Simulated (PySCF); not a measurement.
Structure with atom numbers: `[NH2:1][C:2](=[O:3])[SiH3:4]`. Each H is labelled by its parent atom.

PySCF 2.14 calculation with coordinates at the GFN2-xTB level and shielding tensors at PBE0/pcSseg-1 (GIAO); one averaged value for each set of equivalent atoms, relativity neglected, isolated molecule, a single conformation.

Shifts are taken against calculated references (same method and geometry level): TMS for ¹³C and ¹H and ²⁹Si; NH3 for ¹⁵N; H2O for ¹⁷O.

```csv
atoms,nucleus,count,δ (ppm)
H(Si4),¹H,3,?
O3,¹⁷O,1,511.8
N1,¹⁵N,1,137.4
Si4,²⁹Si,1,-92.4
H(N1),¹H,2,5.31
C2,¹³C,1,?
```

Task: Fill in the missing shifts.

Result: 
- C2: 179.5 ppm, carbonyl carbon
- H(Si4): 3.95 ppm, hydrogen on a silicon bonded to C

OH and NH positions are those of a molecule without intermolecular hydrogen bonds; in solution they move with solvent, concentration and temperature, and exchange usually removes their couplings. Shifts are as computed. Against solution values, carbons near 30 ppm lie about +3 ppm off and those near 130 ppm about +5 ppm. Of 1211 compounds with measured shifts, 218 miss one by over three times the rms of a fit or turn the order of signals round; such compounds aren't used in these exercises. Hydrogen bonding in solution shields acid and N–H amide carbonyl oxygens by tens of ppm. Hydrogen bonding in solution deshields acid and N–H amide carbonyl carbons by as much as 10 ppm beyond these values. Unscaled 17O shifts of doubly bonded oxygen tend to come out too high, by tens of ppm or more. Experimental scales use liquid or dissolved standards, which lie at an offset from isolated NH3 (liquid NH3: subtract about 20 ppm) and H2O (liquid H2O: subtract about 36 ppm).
